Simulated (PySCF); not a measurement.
Working out the electron affinity of Ag

Ag⁻ [Kr] 4d10 5s2 (1S) → Ag [Kr] 4d10 5s1 (2S). All numbers are calculated (PySCF 2.14, a scalar-relativistic core potential, in aug-cc-pwCVDZ-PP with ECP28MDF (6s6p5d3f, 70 functions)). Frozen: nothing. Energies in hartree (1 hartree = 27.21139 eV):

```csv
part,Ag⁻ (lower),Ag (upper)
UHF,-146.058372,-146.054678
MP2 opposite-spin,-0.446330,-0.418772
MP2 same-spin,-0.220449,-0.212409
```

Q: What does Hartree-Fock give?

A: (-146.054678) − (-146.058372) = 0.003694 hartree = 0.101 eV.

Q: What do MP2 and SCS-MP2 (6/5 opposite-spin, 1/3 same-spin) give?

A: The opposite-spin parts differ by 0.750 eV and the same-spin parts by 0.219 eV. MP2: 0.101 + (0.750) + (0.219) = 1.070 eV. SCS-MP2: 0.101 + 1.2 × (0.750) + (0.219)/3 = 1.074 eV.

Reference: 1.304 eV (measured; photodetachment measurements, as compiled on the Wikipedia data page of electron affinities).

A double-zeta basis recovers only part of the correlation energy.

What remains against the reference includes basis incompleteness and correlation beyond second order.
